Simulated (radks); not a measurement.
Results of a calculation; reference values are marked as such.
Task: Tb2+, 63 electrons, occupied as [Xe] 4f9. Code: a radial shooting solver on a logarithmic mesh with Libxc functionals. Model: scalar-relativistic Kohn-Sham, r2SCAN, spin-polarised, spherical densities, finite nucleus; open shells are filled with parallel spins first (spin-orbit coupling, left out, can overturn this in heavy ions); meta-GGA in the generalised Kohn-Sham scheme; Fermi nuclear charge, rms radius 5.06 fm; hard spherical wall at 7 bohr. Some entries of the table are withheld. Estimate them.

orbital,occ.,eigenvalue (hartree),<1/r> (bohr^-1)
1s up,1,-1908.850,73.09
1s down,1,-1908.850,73.09
2s down,1,-317.6369,16.99
2s up,1,-317.6367,16.99
2p up,3,-282.1827,15.81
2p down,3,-282.1825,15.81
3s up,1,-71.16228,6.251
3s down,1,-71.07463,6.257
3p up,3,-60.17137,5.861
3p down,3,-60.08365,5.867
3d up,5,-45.83889,5.551
3d down,5,-45.77102,5.557
4s up,1,-14.72076,2.621
4s down,1,-14.51738,2.621
4p up,3,-11.08592,2.408
4p down,3,-10.88209,2.407
4d up,5,-6.07682,2.121
4d down,5,-5.87188,2.118
5s up,1,-2.34441,1.002
5s down,1,-2.24691,0.9783
5p up,3,-1.47753,0.8443
5p down,3,-1.41101,0.8212
4f up,7,(1),1.532
4f down,2,(2),1.475
5d up,0,-0.48813,(3)
6s up,0,-0.48765,0.3792
6s down,0,-0.46612,0.3724
5d down,0,-0.45851,(4)
6p up,0,-0.31504,0.3259
6p down,0,-0.29828,0.3193

Result: 
(1) 4f up eigenvalue (hartree): -0.67416
(2) 4f down eigenvalue (hartree): -0.49469
(3) 5d up <1/r> (bohr^-1): 0.5404
(4) 5d down <1/r> (bohr^-1): 0.5218
